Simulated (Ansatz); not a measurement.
The cluster MoO₂. Total charge 0; triplet. Geometry PBE0-D4/def2-TZVP, that of the charge +1 doublet; atoms count from 1.

```xyz
3

Mo    0.217    0.445    0.440
O     1.076   -0.777   -0.244
O    -1.294    0.332   -0.196
```

In the def2 sets Mo takes a core potential; there is no spin–orbit coupling. The structure comes from a short search, and lower isomers may exist.

Problem. Estimate the Mulliken populations from the PBE0/def2-TZVP orbitals of Ansatz.

Solution. 
```
atom  charge (e)  spin (α − β)  d electrons
 Mo1        1.12          1.96         4.09
  O2       -0.56          0.02            –
  O3       -0.56          0.02            –
```
Mulliken values depend strongly on the basis.

Problem. Where does the spin sit?

Solution. Summed by element: Mo 1.96, O 0.04, of 2 unpaired in all. Largest on single atoms: Mo1 1.96, O2 0.02, O3 0.02.

Problem. And the Mayer bond orders between heavy atoms (over 0.3)?

Solution. Mo1–O2 2.05 (1.64 Å); Mo1–O3 2.05 (1.64 Å).
